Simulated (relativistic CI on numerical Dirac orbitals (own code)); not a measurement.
One change at a time: Nd XXXIV

Base calculation: Dirac-Coulomb-Breit CI, KLI orbitals optimised for each configuration, model QED (radiative potential, 1s self-energy scaled to tabulated hydrogen-like ionisation energies), unscaled Slater integrals.

Configuration list (outside the closed core [Ne]): 3s2.3p6.3d9, 3s2.3p5.3d10, 3s.3p6.3d10, 3s2.3p6.3d8.4s, 3s2.3p6.3d8.4p, 3s2.3p6.3d8.4d, 3s2.3p4.3d10.4s, 3s2.3p5.3d9.4s, 3s2.3p4.3d10.4p, 3s2.3p6.3d8.4f, 3s2.3p5.3d9.4p, 3s2.3p4.3d10.4d, 3s.3p5.3d10.4s, 3s2.3p6.3d7.4s2, 3s.3p5.3d10.4p, 3s2.3p6.3d7.4s.4p, 3s2.3p5.3d9.4d, 3s.3p6.3d9.4s, 3s2.3p6.3d8.5s, 3s2.3p6.3d7.4p2, 3s.3p5.3d10.4d, 3s2.3p6.3d8.5p, 3p6.3d10.4s, 3s2.3p6.3d7.4s.4d, 3s2.3p5.3d9.4f, 3s.3p6.3d9.4p, 3s2.3p6.3d8.5d, 3p6.3d10.4p, 3s2.3p6.3d7.4p.4d, 3s2.3p5.3d8.4s2, 3s2.3p6.3d8.5f, 3s2.3p6.3d8.5g, 3s2.3p5.3d8.4s.4p, 3p6.3d10.4d, 3s.3p6.3d9.4d, 3s2.3p6.3d7.4d2. Levels of other configurations are missing.

Variants: (1) P86 correlation estimate; (2) Breit term removed; (3) QED terms removed. Shifts of the energy above 3s2.3p6.3d9 2D_5/2, in eV, for the lowest level and the first level of each name with at least 55 % of one term (blank where a level changes its place among those of its configuration and J or its character, or is not in the variant):

| Level | Base | Δ(1) | Δ(2) | Δ(3) |
| --- | --- | --- | --- | --- |
| 3s2.3p6.3d9 2D_5/2 | 0.000 | 0.000 | 0.000 | 0.000 |
| 3s2.3p6.3d9 2D_3/2 | 23.412 | 0.000 | +0.600 | -0.066 |
| 3s2.3p5.3d10 2P°_3/2 | 308.772 | +0.206 | +1.335 | +0.195 |
| 3s2.3p5.3d10 2P°_1/2 | 418.369 | +0.207 | +2.672 | +0.032 |
| 3s.3p6.3d10 2S_1/2 | 587.355 | +0.365 | +1.187 | +1.846 |
| 3s2.3p6.3d8.4s 4F_9/2 | 874.862 | +1.864 | +0.433 | -0.658 |
| 3s2.3p6.3d8.4s 2F_7/2 | 877.142 | +1.864 | +0.386 | -0.656 |
| 3s2.3p6.3d8.4s 4F_7/2 | 897.835 | +1.864 | +0.904 | -0.721 |
| 3s2.3p6.3d8.4s 4F_5/2 | 898.244 | +1.864 | +0.862 | -0.722 |
| 3s2.3p6.3d8.4s 4P_3/2 | 908.411 | +1.864 | +0.542 | -0.721 |
| 3s2.3p6.3d8.4s 2G_9/2 | 909.935 | +1.864 | +1.190 | -0.719 |
| 3s2.3p6.3d8.4s 2P_1/2 | 909.964 | +1.864 | +0.495 | -0.719 |
| 3s2.3p6.3d8.4s 2G_7/2 | 910.206 | +1.864 | +1.141 | -0.719 |
| 3s2.3p6.3d8.4s 2S_1/2 | 944.382 | +1.865 | +0.997 | -0.780 |
| 3s2.3p6.3d8.4p 4G°_7/2 | 962.960 | +1.944 | +0.472 | -0.127 |
| 3s2.3p6.3d8.4p 4P°_1/2 | 972.079 | +1.944 | +0.025 | -0.128 |
| 3s2.3p6.3d8.4p 2H°_9/2 | 974.591 | +1.944 | +0.730 | -0.124 |
| 3s2.3p6.3d8.4p 4G°_11/2 | 974.936 | +1.944 | +0.454 | -0.116 |
| 3s2.3p6.3d8.4p 4F°_9/2 | 977.253 | +1.944 | +0.426 | -0.117 |
| 3s2.3p6.3d8.4p 2D°_5/2 | 978.353 | +1.944 | +0.303 | -0.116 |
| 3s2.3p6.3d8.4p 4G°_9/2 | 997.886 | +1.944 | +0.922 | -0.180 |
| 3s2.3p6.3d8.4p 4F°_7/2 | 999.139 | +1.944 | +0.864 | -0.180 |

At this charge energies of transitions that change n are usually good to better than 1 %, and those within a shell (Δn = 0) to a few per cent.

Ionisation energy from the two ground configurations alone: base 2223.97 eV; P86 correlation estimate 2226.1 eV; Breit term removed 2225.19 eV. The NIST ASD value (theoretical) is 2224 eV.

LS names give the leading component of a level, which can be under half, so a name can repeat, a term be missing and a line seem to break the LS rules.
